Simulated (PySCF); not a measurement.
**Functional dependence of a UV spectrum**

Species: CH₇BClNSi.
Bonds: N1–B2, B2–C3, C3–Si4, Si4–Cl5. Hydrogens: H6, H7 on N1; H8 on B2; H9, H10 on C3; H11, H12 on Si4.

Linear-response calculations in the def2-SVPD basis (PySCF; singlets by full response, triplets Tamm–Dancoff, core orbitals frozen in the response; HF means time-dependent Hartree–Fock). 'Strongest' is the level of largest summed f among the singlets computed (10 roots, of which the last may lack a degenerate partner); it can jump between rows when another state enters that window. S1 is the lowest singlet of each run and needn't be the same state throughout; f(S1) is that of one state. The structure is a single PBE0-D3(BJ)/def2-SVP conformer in the gas phase; no vibrational or solvent corrections.

```json
{"functional": "LDA", "kind": "LDA", "S1 (eV)": "6.14", "f(S1)": "0.018", "strongest (eV)": "7.18", "T1 (eV)": "5.71", "HOMO (eV)": "-7.07", "gap (eV)": "5.93", "ionisation energy, ΔSCF (eV)": "9.77"}
{"functional": "PBE", "kind": "GGA", "S1 (eV)": "6.29", "f(S1)": "0.020", "strongest (eV)": "7.24", "T1 (eV)": "5.68", "HOMO (eV)": "-6.96", "gap (eV)": "6.06", "ionisation energy, ΔSCF (eV)": "9.64"}
{"functional": "B3LYP", "kind": "global hybrid, 20% exact exchange", "S1 (eV)": "6.89", "f(S1)": "0.031", "strongest (eV)": "7.88", "T1 (eV)": "6.08", "HOMO (eV)": "-8.04", "gap (eV)": "7.85", "ionisation energy, ΔSCF (eV)": "10.05"}
{"functional": "PBE0", "kind": "global hybrid, 25% exact exchange", "S1 (eV)": "7.00", "f(S1)": "0.034", "strongest (eV)": "8.11", "T1 (eV)": "6.08", "HOMO (eV)": "-8.27", "gap (eV)": "8.28", "ionisation energy, ΔSCF (eV)": "10.11"}
{"functional": "BHandHLYP", "kind": "global hybrid, 50% exact exchange", "S1 (eV)": "7.53", "f(S1)": "0.036", "strongest (eV)": "8.16", "T1 (eV)": "6.54", "HOMO (eV)": "-9.48", "gap (eV)": "10.22", "ionisation energy, ΔSCF (eV)": "10.39"}
{"functional": "CAM-B3LYP", "kind": "range-separated hybrid", "S1 (eV)": "7.24", "f(S1)": "0.032", "strongest (eV)": "7.86", "T1 (eV)": "6.33", "HOMO (eV)": "-9.64", "gap (eV)": "10.51", "ionisation energy, ΔSCF (eV)": "10.42"}
{"functional": "wB97X-D", "kind": "range-separated hybrid", "S1 (eV)": "7.29", "f(S1)": "0.034", "strongest (eV)": "7.91", "T1 (eV)": "6.40", "HOMO (eV)": "-10.14", "gap (eV)": "11.89", "ionisation energy, ΔSCF (eV)": "10.37"}
{"functional": "LC-wPBE", "kind": "range-separated hybrid", "S1 (eV)": "7.48", "f(S1)": "0.027", "strongest (eV)": "8.20", "T1 (eV)": "6.46", "HOMO (eV)": "-11.01", "gap (eV)": "12.87", "ionisation energy, ΔSCF (eV)": "10.75"}
```

Problem. What does HF (Hartree–Fock) give?

Solution. S1 (eV) 8.31, f(S1) 0.034, strongest (eV) 9.09, T1 (eV) 7.12, HOMO (eV) -11.42, gap (eV) 13.50, ionisation energy, ΔSCF (eV) not settled. S1 runs from 6.14 eV (LDA) to 8.31 eV (HF), a spread of 2.17 eV, while the orbital gap spreads over 7.6 eV. Along PBE (0%), B3LYP (20%), PBE0 (25%), BHandHLYP (50%), HF (100%) S1 rises with the share of exact exchange. −ε(HOMO) comes closest to its own ΔSCF ionisation energy with wB97X-D (-0.23 eV) and misses most with LDA (-2.70 eV). 'Not settled' means that the ion's SCF failed to converge or may have ended in another state than the lowest.

Without π bonds the low states are Rydberg-like; a valence basis with one diffuse set may place them up to an eV too high.
